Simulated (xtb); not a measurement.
CH₃O (SMILES C[O-]), charge -1, singlet, geometry from GFN2-xTB; GFN2-xTB in xtb.

Here is a job for xtb.
```
$ xtb mol.xyz --gfn 2 --chrg -1 --uhf 0 --json

# file mol.xyz
5

C     -0.02331881     0.51924115    -0.01539977
O      0.03468978    -0.77243926     0.02290917
H     -1.08639489     0.97405626    -0.04951263
H      0.45655976     1.07094605     0.88097598
H      0.49222972     1.01906489    -0.92233812
```

Output, abridged:

```
   ID    Z sym.   atoms
    1    6 C      1
    2    8 O      2
    3    1 H      3-5

           -------------------------------------------------
          |                Calculation Setup                |
           -------------------------------------------------

           -------------------------------------------------
          |                 G F N 2 - x T B                 |
           -------------------------------------------------

          ...................................................
          :                      SETUP                      :
          :.................................................:
          :  # basis functions                  11          :
          :  # atomic orbitals                  11          :
          :  # shells                            7          :
          :  # electrons                        14          :
          :  max. iterations                   250          :
          :  Hamiltonian                  GFN2-xTB          :
          :  restarted?                      false          :
          :  GBSA solvation                  false          :
          :  PC potential                    false          :
          :  electronic temp.          300.0000000     K    :
          :  accuracy                    1.0000000          :
          :  -> integral cutoff          0.2500000E+02      :
          :  -> integral neglect         0.1000000E-07      :
          :  -> SCF convergence          0.1000000E-05 Eh   :
          :  -> wf. convergence          0.1000000E-03 e    :
          :  Broyden damping             0.4000000          :
          :  net charge                         -1          :
          :  unpaired electrons                  0          :
          ...................................................

 iter      E             dE          RMSdq      gap      omega  full diag
   1     -7.8237923 -0.782379E+01  0.621E+00   12.74       0.0  T
   2     -7.9194918 -0.956995E-01  0.227E+00   10.65       1.0  T
   3     -7.9204874 -0.995641E-03  0.130E+00   10.69       1.0  T
   4     -7.9207237 -0.236337E-03  0.262E-01   10.62       1.0  T
   5     -7.9207435 -0.197756E-04  0.610E-02   10.77       1.0  T
   6     -7.9207572 -0.136692E-04  0.442E-02   10.71       1.0  T
   7     -7.9207624 -0.518487E-05  0.338E-03   10.73      13.2  T
   8     -7.9207624 -0.100964E-07  0.151E-03   10.73      29.6  T
   9     -7.9207624 -0.620490E-08  0.542E-05   10.73     825.6  T
  10     -7.9207624 -0.583089E-11  0.266E-05   10.73    1680.2  T

   *** convergence criteria satisfied after 10 iterations ***

         :::::::::::::::::::::::::::::::::::::::::::::::::::::
         ::                     SUMMARY                     ::
         :::::::::::::::::::::::::::::::::::::::::::::::::::::
         :: total energy              -7.871650881348 Eh    ::
         :: gradient norm              0.000009681342 Eh/a0 ::
         :: HOMO-LUMO gap             10.731165684736 eV    ::
         ::.................................................::
         :: SCC energy                -7.920762372770 Eh    ::
         :: -> isotropic ES            0.202323965552 Eh    ::
         :: -> anisotropic ES          0.001922533795 Eh    ::
         :: -> anisotropic XC         -0.004019181805 Eh    ::
         :: -> dispersion             -0.001771360749 Eh    ::
         :: repulsion energy           0.049111491423 Eh    ::
         :: add. restraining           0.000000000000 Eh    ::
         :: total charge              -1.000000000000 e     ::
         :::::::::::::::::::::::::::::::::::::::::::::::::::::

           -------------------------------------------------
          |                Property Printout                |
           -------------------------------------------------

    * Orbital Energies and Occupations

         #    Occupation            Energy/Eh            Energy/eV
      -------------------------------------------------------------
         1        2.0000           -0.3773077             -10.2671
         2        2.0000           -0.3387257              -9.2172
         3        2.0000           -0.2608235              -7.0974
         4        2.0000           -0.2608235              -7.0974
         5        2.0000           -0.2151667              -5.8550
         6        2.0000           -0.0847698              -2.3067
         7        2.0000           -0.0847698              -2.3067 (HOMO)
         8                          0.3095933               8.4245 (LUMO)
         9                          0.3464566               9.4276
        10                          0.3464566               9.4276
        11                          0.6117039              16.6453
      -------------------------------------------------------------
                  HL-Gap            0.3943631 Eh           10.7312 eV
             Fermi-level            0.1124118 Eh            3.0589 eV

     #   Z          covCN         q      C6AA      α(0)
     1   6 C        3.583     0.209    17.908     6.140
     2   8 O        0.855    -0.772    30.760     7.436
     3   1 H        0.909    -0.146     7.481     4.279
     4   1 H        0.909    -0.146     7.481     4.279
     5   1 H        0.909    -0.146     7.481     4.279

 Mol. C6AA /au·bohr⁶  :        321.120012
 Mol. C8AA /au·bohr⁸  :       5768.207696
 Mol. α(0) /au        :         26.411955

Wiberg/Mayer (AO) data.
largest (>0.10) Wiberg bond orders for each atom

 ---------------------------------------------------------------------------
     #   Z sym  total        # sym  WBO       # sym  WBO       # sym  WBO
 ---------------------------------------------------------------------------
     1   6 C    3.971 --     2 O    1.229     3 H    0.914     4 H    0.914
                             5 H    0.914
     2   8 O    1.420 --     1 C    1.229
     3   1 H    0.979 --     1 C    0.914
     4   1 H    0.979 --     1 C    0.914
     5   1 H    0.979 --     1 C    0.914
 ---------------------------------------------------------------------------

Topologies differ in total number of bonds
Writing topology from bond orders to xtbtopo.mol

molecular dipole:
                 x           y           z       tot (Debye)
 q only:       -0.022       0.489      -0.015
   full:       -0.041       0.923      -0.027       2.349
molecular quadrupole (traceless):
                xx          xy          yy          xz          yz          zz
 q only:        1.110       0.150      -2.224      -0.004       0.099       1.114
  q+dip:        1.560       0.211      -3.126      -0.006       0.139       1.566
   full:        1.392       0.188      -2.789      -0.006       0.124       1.397

           -------------------------------------------------
          | TOTAL ENERGY               -7.871650881348 Eh   |
          | GRADIENT NORM               0.000009681342 Eh/α |
          | HOMO-LUMO GAP              10.731165684736 eV   |
           -------------------------------------------------

normal termination of xtb
```
